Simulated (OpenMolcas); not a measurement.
## Ionisation energies of sulfur

```
Program             : OpenMolcas 26.06
Basis               : ANO-RCC-VDZP [4s3p1d]
Scalar Hamiltonian  : DKH2, point nucleus
Spin-orbit coupling : state interaction with AMFI integrals over the reference wave functions, term energies averaged over their components
```

Active shells in each charge state: the valence s, p shells, with orbitals averaged over the low states. Where CASPT2's correlated closed shells are named, they are those of the first ion.

A. CASSCF
B. SS-CASPT2, IPEA 0.25 Eh, imaginary shift 0.1 Eh (closed shells correlated: 2s 2p)
C. SS-CASPT2, IPEA 0 Eh, imaginary shift 0.1 Eh (closed shells correlated: 2s 2p)

Energies in eV between the lowest computed levels (charge -1 gives the electron affinity), named as in B; reference values from the NIST Atomic Spectra Database with their kind.

```json
{"From": "S- 3s² 3p⁵ ²P°_3/2", "To": "S 3s² 3p⁴ ³P₂", "A": "0.805", "B": "1.507", "C": "1.396", "Spin-orbit share in B": "-0.005", "Reference": ""}
{"From": "S 3s² 3p⁴ ³P₂", "To": "S+ 3s² 3p³ ⁴S°_3/2", "A": "9.034", "B": "9.698", "C": "9.608", "Spin-orbit share in B": "+0.023", "Reference": "10.360 (measured)"}
{"From": "S+ 3s² 3p³ ⁴S°_3/2", "To": "S2+ 3s² 3p² ³P₀", "A": "22.448", "B": "23.068", "C": "23.180", "Spin-orbit share in B": "-0.060", "Reference": "23.338 (measured)"}
{"From": "S2+ 3s² 3p² ³P₀", "To": "S3+ 3s² 3p ²P°_1/2", "A": "33.891", "B": "34.491", "C": "34.604", "Spin-orbit share in B": "-0.002", "Reference": "34.860 (semi-empirical)"}
{"From": "S3+ 3s² 3p ²P°_1/2", "To": "S4+ 3s² ¹S₀", "A": "46.100", "B": "46.716", "C": "46.818", "Spin-orbit share in B": "+0.063", "Reference": "47.222 (semi-empirical)"}
{"From": "S4+ 3s² ¹S₀", "To": "S5+ 3s ²S_1/2", "A": "72.132", "B": "72.176", "C": "72.177", "Spin-orbit share in B": "+0.000", "Reference": "72.594 (measured)"}
{"From": "S5+ 3s ²S_1/2", "To": "S6+ 2p⁶ ¹S₀", "A": "87.374", "B": "87.389", "C": "87.390", "Spin-orbit share in B": "+0.000", "Reference": "88.053 (measured)"}
```

Error against the reference values, in %:

```json
{"From": "S", "Reference": "measured", "A": "-12.8", "B": "-6.4", "C": "-7.3"}
{"From": "S+", "Reference": "measured", "A": "-3.8", "B": "-1.2", "C": "-0.7"}
{"From": "S2+", "Reference": "semi-empirical", "A": "-2.8", "B": "-1.1", "C": "-0.7"}
{"From": "S3+", "Reference": "semi-empirical", "A": "-2.4", "B": "-1.1", "C": "-0.9"}
{"From": "S4+", "Reference": "measured", "A": "-0.6", "B": "-0.6", "C": "-0.6"}
{"From": "S5+", "Reference": "measured", "A": "-0.8", "B": "-0.8", "C": "-0.8"}
```

Mean absolute error over the 4 measured values: A 0.84 eV, B 0.50 eV, C 0.50 eV.

No diffuse functions were added, so the electron affinity comes out too small, and without dynamic correlation a bound anion can come out unbound.

° marks odd parity.
